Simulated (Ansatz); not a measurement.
Ansatz results at the PBE0-D4/def2-TZVP geometry: HOMO–LUMO gap (B3LYP/def2-TZVPP) 7.91 eV; size of the dipole moment (PBE/def2-TZVPP) 1.06 D; size of the dipole moment (ωB97M-V/def2-TZVPP) 1.04 D.

Each molecule was computed in one conformer, which needn't be the lowest.

Q: Which molecule gave them?
A. `N[Si@H](F)N[Si@@H](N)Cl`
B. `O[Si@@H](F)N[Si@@H](O)F`
C. `C=C[SiH](Cl)/C=C\[SiH](Cl)Cl`
D. `N[Si@H](F)N[Si@H](N)F`

A: A. The others give `O[Si@@H](F)N[Si@@H](O)F`: 8.38, 3.04, 3.15; `C=C[SiH](Cl)/C=C\[SiH](Cl)Cl`: 6.12, 2.35, 2.46; `N[Si@H](F)N[Si@H](N)F`: 7.85, 2.07, 2.06.

B3LYP here is the variant with VWN-RPA as its local correlation; programs differ in this.
